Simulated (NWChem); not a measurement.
SiN2H4F2; SMILES N[Si](N)(F)F

```xyz
9

N     -0.0167    -1.5042     0.8049
Si     0.0000     0.0000    -0.0087
N      0.0167     1.5042     0.8049
F      1.3325    -0.0147    -0.8988
F     -1.3325     0.0147    -0.8988
H     -0.8603    -1.8675     1.2273
H      0.8186    -1.8859     1.2277
H      0.8603     1.8675     1.2273
H     -0.8186     1.8859     1.2277
```
Atoms are numbered in this order, from 1.

This is a stationary point of B3LYP/6-31G* (spherical d) (NWChem), point group C2v. 

Q: Is it a minimum? If not, what does it relax to?

A: No. It has an imaginary frequency of 209i cm⁻¹. Following that mode (on a finer grid) lowers the energy by 5.2 kcal/mol and ends, with real frequencies alone, at point group C2:
```xyz
9

N     -0.2432    -1.3648     0.9917
Si     0.0000     0.0000     0.0058
N      0.2432     1.3648     0.9917
F      1.2664    -0.0315    -0.9869
F     -1.2664     0.0315    -0.9869
H     -0.7083    -2.1875     0.6308
H      0.4121    -1.5880     1.7289
H      0.7083     2.1875     0.6308
H     -0.4121     1.5880     1.7289
```
